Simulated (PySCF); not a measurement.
Dipole response of Bi (bismuth, neutral)

[Xe] 4f14 5d10 6s2 6p3, high-spin 4S determinant. Computed with PySCF 2.14 in aug-cc-pwCVTZ-DK3, with the spin-free X2C one-electron Hamiltonian (Gaussian nucleus). Coupled (time-dependent) response in atomic units; α is the mean over directions.

```json
{"method": "BLYP", "mean α (bohr³)": "55.74", "C₆ (like pair)": "675.1", "S(−4)": "985.9"}
```

S(−4) is the Cauchy moment in α(ω) = α(0) + S(−4) ω² + …

Reference α: 48 ± 4 bohr³ (recommended; Schwerdtfeger and Nagle, table of static dipole polarizabilities (2023 update)). Published C₆: 513.0 (Gould and Bucko (2016)).

α(iu) at BLYP:

```
u (hartree)  α(iu) (bohr³)
          0          55.74
     0.0500          53.42
      0.100          47.83
      0.200          35.22
      0.300          25.82
      0.500          15.38
      0.750          9.568
       1.00          6.733
       1.50          4.066
       2.00          2.808
       3.00          1.608
       5.00         0.7340
```

A single London oscillator, α(iu) = α/(1 + u²/ω²), gives C₆ = (3/4) ω α². Matching the computed C₆ needs ω = 4 × 675.1 / (3 × 55.74²) = 0.290 hartree.

Spin-orbit coupling, which splits the p, d and f shells strongly at this Z, is absent. Spin-orbit coupling is strong in this species (close to jj coupling), so the high-spin LS determinant is a model state, not a physical level.
